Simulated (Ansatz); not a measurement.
Stepwise reaction of `C[SiH2]N[SiH3]` with hydrogen fluoride, as a gas-phase model of exchange steps in deposition or etching. ΔE in kJ/mol.

Calculated with Ansatz (gas phase, PBE0-D4/def2-TZVP geometries, no zero-point term in ΔE). CBS: MP2 limit from def2 TZ/QZ plus the TZ coupled-cluster correction, frozen cores. This one scheme is used for every species. Functionals use def2-TZVPP. B3LYP here is the variant with VWN-RPA as its local correlation; programs differ in this. Each species was taken in one conformer, which may not be the lowest.

```json
{"step": "1", "reaction": "`C[SiH2]N[SiH3]` + H–F → `C[SiH](F)N[SiH3]` + H₂", "PBE-D4": "-134.4", "B3LYP-D4": "-143.0", "ωB97M-V": "-143.6", "CCSD(T)/CBS": "-139.2"}
{"step": "2", "reaction": "`C[SiH](F)N[SiH3]` + H–F → `C[SiH](F)N[SiH2]F` + H₂", "PBE-D4": "-128.0", "B3LYP-D4": "-136.0", "ωB97M-V": "-137.3", "CCSD(T)/CBS": "-134.1"}
```

(1) By hand: ΔE of the 2 steps together at CCSD(T)/CBS.

## Answers

(1) (-139.2) + (-134.1) = -273.3 kJ/mol, or -136.6 kJ/mol a step.

In ΔE each step is higher than the one before. All are downhill at CCSD(T)/CBS. PBE-D4 differs from CCSD(T)/CBS by 4.8 to 6.1 kJ/mol a step. Isolated molecules leave out the surface, adducts and barriers. Largest T1 diagnostic: 0.011.
